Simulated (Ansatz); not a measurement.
```yaml
crystal:
  periodic: [false, false, false]
  atoms:
    - {symbol: I, position_ang: [-2.160635, 2.193716, -1.035651]}
    - {symbol: Ge, position_ang: [0.020729, 1.070649, -0.509472]}
    - {symbol: B, position_ang: [0.287067, 0.015239, 1.130576]}
    - {symbol: C, position_ang: [0.431635, -1.125158, 0.238062]}
    - {symbol: H, position_ang: [0.698689, 0.842320, -1.871741]}
    - {symbol: H, position_ang: [-0.174258, 0.199260, 2.206462]}
    - {symbol: H, position_ang: [1.005376, -1.161976, -0.687761]}
    - {symbol: H, position_ang: [-0.016502, -2.091150, 0.473722]}
basis:
  gaussian: {orbitals: def2-TZVP}
hamiltonian: {xc: {name: HF}}
correlation: {method: mp2, frozen_orbitals: {I: 9}}
output: {forces: true}
```

```sh
$ ansatz run in.yaml --threads 4 --pin off --events-out ev --progress --plain --max-ram 10444MiB
```

**Question.** How does Ansatz answer? (Estimate.)

**Answer.** Computed: The input was rejected before any iteration.
```
Functional definition: HF
Error: "frozen_orbitals" has no count for Ge
```
